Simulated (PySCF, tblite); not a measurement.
Isomers of C4H6F4OSi, one GFN2-xTB conformer each. Single-point energies are computed at PBE0/pcSseg-1 (PySCF, gas phase, no added dispersion term), electronic only.

Problem. Rank them by PBE0/pcSseg-1 energy, lowest first (kcal/mol).
A. `[F:1]/[CH:2]=[CH:3]\[O:4][SiH2:5][CH2:6][C:7]([F:8])([F:9])[F:10]` with C2–C3–O4–Si5 0°, C3–O4–Si5–C6 66°, O4–Si5–C6–C7 152°
B. `[F:1]/[CH:2]=[C:3](\[F:4])[C@@H:5]([SiH3:6])[O:7][CH:8]([F:9])[F:10]` with C2–C3–C5–Si6 -92°, C3–C5–O7–C8 76°, C5–O7–C8–F9 150°

Solution. A (0.0), B (47.0).

As drawn, the lower has an Si–O bond, which the higher lacks. GFN2-xTB itself gives, in the same order: 0.0, 43.2. Both levels put the same isomer lowest.

Problem. Which frontier levels, dipoles and rotational constants go with these structures?

Solution. 
| SMILES | HOMO (eV, PBE0/pcSseg-1) | LUMO (eV) | dipole (D) | A, B, C (MHz) |
| --- | --- | --- | --- | --- |
| F/C=C\O[SiH2]CC(F)(F)F | -7.22 | 0.33 | 3.46 | 2260, 560.0, 511.8 |
| F/C=C(\F)[C@@H]([SiH3])OC(F)F | -7.36 | -0.24 | 2.45 | 1182, 828.7, 559.2 |

Problem. What happens when harmonic zero-point energies from GFN2-xTB frequencies are added?

Solution. 
```json
{"SMILES": "F/C=C\\O[SiH2]CC(F)(F)F", "ZPE (kcal/mol)": "60.1", "electronic (kcal/mol)": "0.0", "with ZPE (kcal/mol)": "0.0"}
{"SMILES": "F/C=C(\\F)[C@@H]([SiH3])OC(F)F", "ZPE (kcal/mol)": "58.1", "electronic (kcal/mol)": "47.0", "with ZPE (kcal/mol)": "45.0"}
```

The zero-point energies span 2.0 kcal/mol. The order is unchanged.
